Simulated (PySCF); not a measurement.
**How exact exchange moves a shielding**

Molecule: `C[O+]([BH3-])C`, C2H9BO.

Atom-mapped SMILES (the numbers label the heavy atoms): `[BH3-:1][O+:2]([CH3:3])[CH3:4]`. Hydrogens are named by the atom that carries them.

GIAO shieldings (ppm, equivalent atoms averaged) in PySCF on the PBE0-D3(BJ)/def2-SVP geometry, basis pcSseg-2, gas phase, non-relativistic:

```tsv
functional	exact exchange (%)	σ(B1)	σ(O2)	σ(C3/C4)
BLYP	0	89.2	300.6	102.6
BP86	0	91.6	306.1	106.6
PBE	0	91.1	305.7	106.8
B3LYP	20	93.9	313.5	108.7
PBE0	25	96.9	320.9	114.0
BHandHLYP	50	100.3	329.7	116.7
HF	100	111.0	351.3	129.1
```

(1) Fit each shielding as a line in the percentage of exact exchange.

(2) What does the line predict for mPW1PW91 (25 %), and what does the run give?

Answers

(1) σ(B1) = 90.6 + 0.20 x (rms 0.9 ppm); σ(O2) = 305.0 + 0.48 x (rms 2.4 ppm); σ(C3/C4) = 105.5 + 0.24 x (rms 1.7 ppm). The functionals also differ in their semilocal parts, which the line can't hold; Hartree–Fock has no correlation at all.

(2) σ(B1): 95.6 predicted, 97.0 computed; σ(O2): 317.0 predicted, 320.5 computed; σ(C3/C4): 111.5 predicted, 113.5 computed ppm.
